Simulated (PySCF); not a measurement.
## Electronic structure of Bi (bismuth, neutral) at the UHF level

Configuration: [Xe] 4f14 5d10 6s2 6p3, high-spin 4S determinant. Calculation: PySCF 2.14, in aug-cc-pV5Z-PP with ECP60MDF (8s8p6d4f3g2h, 139 functions); a scalar-relativistic core potential.

- Total energy: -213.594554 hartree
- One-electron energy: -372.9037 hartree
- Hartree (Coulomb) energy: 175.4500 hartree
- Exchange energy: -16.1409 hartree
- ⟨S²⟩: 3.7564
- ⟨L²⟩: 0.000
- Sum of ⟨r⟩: 33.52 bohr
- Sum of ⟨r²⟩: 67.82 bohr²
- Time after the integrals: of the order of 6 core-seconds

```csv
shell,electrons,mean orbital energy (hartree),"rms radius, mean of both spins (bohr)"
5s α,1,-6.68551,0.899
5s β,1,-6.67349,0.899
5p α,3,-4.25993,1.02
5p β,3,-4.25130,1.02
5d α,5,-1.31478,1.32
5d β,5,-1.30099,1.32
6s α,1,-0.77976,2.39
6s β,1,-0.57699,2.39
6p α,3,-0.31906,3.21
```

Energies and moments cover only the electrons outside the core potential. Spin-orbit coupling, which splits the p, d and f shells strongly at this Z, is absent. Spin-orbit coupling is strong in this species (close to jj coupling), so the high-spin LS determinant is a model state, not a physical level.
